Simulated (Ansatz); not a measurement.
Ansatz (a first-principles code) input (CCSD(T)/aug-cc-pVDZ):

Ansatz 0.2 input:
```yaml
crystal:
  periodic: [false, false, false]
  atoms:
    - {symbol: O, position_ang: [0.02270856, 0.01175974, -1.23021290]}
    - {symbol: N, position_ang: [-0.00000000, 0.00000000, 0.00000000]}
    - {symbol: O, position_ang: [1.01027074, 0.29639100, 0.63685411]}
    - {symbol: O, position_ang: [-1.03297929, -0.30815073, 0.59335878]}
basis:
  gaussian:
    orbitals: aug-cc-pVDZ
magnetization: {spin_polarized: true, initial_magnetization: 1}
correlation: {method: ccsd_t, electrons: outside_noble_gas}
output: {forces: true}
```

End of the output:

```
cycle   9  -21.35148758 eV  change    2.2e-5 eV  update   2.5e-5
cycle  10  -21.35147316 eV  change    1.4e-5 eV  update   8.3e-6
cycle  11  -21.35148554 eV  change   -1.2e-5 eV  update   2.7e-6
cycle  12  -21.35148353 eV  change    2.0e-6 eV  update   8.1e-7
coupled cluster: 0.76 GiB planned
perturbative correction -1.17292845 eV, -0.0431043254 hartree
WARN: the results are in doubt because among natural orbitals full CI differs from the method by -0.080 eV
the calculation of the forces begins
Total energy: -7609.46265942 eV, -279.6425948548 hartree
Atom 0 at     0.022709     0.011760    -1.230213 Å, force     0.022828     0.011821    -1.236662 eV/Å
Atom 1 at    -0.000000     0.000000     0.000000 Å, force    -0.000000    -0.000000     0.000012 eV/Å
Atom 2 at     1.010271     0.296391     0.636854 Å, force     1.015564     0.297944     0.640187 eV/Å
Atom 3 at    -1.032979    -0.308151     0.593359 Å, force    -1.038391    -0.309765     0.596463 eV/Å
Dipole moment:     0.000000     0.000000    -0.000000 e Å
In doubt: among natural orbitals full CI differs from the method by -0.080 eV
```

It need not be the lowest isomer of its formula.

The program attaches cautions to this result: large difference.
